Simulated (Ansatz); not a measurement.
FeF₃, 4 atoms. Hardware: 2 threads of Arm Neoverse V2 on a shared host.

Correlated methods freeze 8 core orbitals; core or outer-core shells of Fe are correlated, in sets that lack core-valence functions.

Q: How many basis functions does each of these Ansatz runs have, and roughly what does it cost? B97M-V/def2-TZVP, charge 0 sextet, energy, from earlier orbitals; PBE0-D4/def2-TZVP, charge 1 quintet, relaxation, 11 steps; PBE-D4/def2-TZVP, charge 0 quartet, energy, from earlier orbitals; PBE-D4/def2-TZVP, charge 0 sextet, energy, from earlier orbitals; MP2/def2-TZVP, charge 0 sextet, energy, from earlier orbitals; CCSD(T)/def2-TZVPP, charge 1 quintet at the geometry of the charge 0 sextet, energy, from earlier orbitals; PBE-QIDH/def2-TZVP, charge 0 sextet, energy, from earlier orbitals; ωB97X-V/def2-TZVP, charge 0 sextet, energy, from earlier orbitals; PBE-D4/def2-TZVP, charge 1 quintet, energy, from earlier orbitals; PBE0-D4/def2-QZVPP, charge 0 sextet, energy, from earlier orbitals; PBE0-D4/def2-SVP, charge 1 quintet at the geometry of the charge 0 sextet, energy with a search over starts; PBE-D4/def2-TZVPD, charge 0 sextet, energy, from earlier orbitals.

A: Other jobs shared the machine, so times can vary by a factor of up to 3. A dash marks memory too small to be measured apart from the calling script's.

| run | functions | fitting or Cholesky vectors | wall time | peak host memory (GiB) |
| --- | --- | --- | --- | --- |
| PBE-D4/def2-TZVP, charge 1 quintet, energy, from earlier orbitals | 138 | 904 | 2.9 s | – |
| PBE-D4/def2-TZVP, charge 0 sextet, energy, from earlier orbitals | 138 | 904 | 2.9 s | – |
| MP2/def2-TZVP, charge 0 sextet, energy, from earlier orbitals | 138 | 1058 | 2.9 s | – |
| PBE-D4/def2-TZVPD, charge 0 sextet, energy, from earlier orbitals | 168 | 1053 | 4.2 s | – |
| PBE-QIDH/def2-TZVP, charge 0 sextet, energy, from earlier orbitals | 138 | 1058 | 5.5 s | – |
| PBE-D4/def2-TZVP, charge 0 quartet, energy, from earlier orbitals | 138 | 904 | 5.5 s | – |
| ωB97X-V/def2-TZVP, charge 0 sextet, energy, from earlier orbitals | 138 | 959 | 9 s | – |
| B97M-V/def2-TZVP, charge 0 sextet, energy, from earlier orbitals | 138 | 904 | 11 s | – |
| PBE0-D4/def2-QZVPP, charge 0 sextet, energy, from earlier orbitals | 271 | 1195 | 11 s | 0.83 |
| PBE0-D4/def2-SVP, charge 1 quintet at the geometry of the charge 0 sextet, energy with a search over starts | 73 | 722 | 23 s | – |
| PBE0-D4/def2-TZVP, charge 1 quintet, relaxation, 11 steps | 138 | 999 | 43 s | – |
| CCSD(T)/def2-TZVPP, charge 1 quintet at the geometry of the charge 0 sextet, energy, from earlier orbitals | 157 | 1087 | 7.6 min | 3.7 |
